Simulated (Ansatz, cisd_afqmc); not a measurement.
System: In, charge -1, triplet.

Total energies in def2-QZVPPD, 4 correlated electrons, 9 frozen orbitals. Open shells are spin-unrestricted; no spin-orbit coupling. Cores are frozen in correlated methods (noble-gas shells, and filled d and f shells in the p block). Past Kr the def2 sets carry scalar-relativistic core potentials. The Monte Carlo rows (phaseless AFQMC, CISD trial, step 0.005/hartree) carry one-sigma bars that omit the constraint's bias. Outlying blocks are dropped, and bars are widened where a walk drifts. Over all cases where full CI ran beside it in this data, AFQMC minus full CI had a median of +0.1 mEh and passed +0.4 mEh in a tenth of the cases. Spin-orbit terms, left out, reach several kcal/mol for Br and I, and more for heavier atoms.

```json
[
 {"method": "HF", "program": "Ansatz", "energy (Eh)": "-189.21189", "minus CCSDT(Q) (mEh)": "56.48"},
 {"method": "MP2", "program": "Ansatz", "energy (Eh)": "-189.25420", "minus CCSDT(Q) (mEh)": "14.18"},
 {"method": "CCSD", "program": "Ansatz", "energy (Eh)": "-189.26557", "minus CCSDT(Q) (mEh)": "2.80"},
 {"method": "CCSD(T)", "program": "Ansatz", "energy (Eh)": "-189.26774", "minus CCSDT(Q) (mEh)": "0.64"},
 {"method": "CCSDT(Q)", "program": "Ansatz", "energy (Eh)": "-189.26837", "minus CCSDT(Q) (mEh)": "0.00"},
 {"method": "AFQMC/CISD", "program": "cisd_afqmc", "energy (Eh)": "-189.2680 ± 0.0002", "minus CCSDT(Q) (mEh)": "0.4 ± 0.2"}
]
```

Ansatz is a quantum-chemistry and plane-wave program.
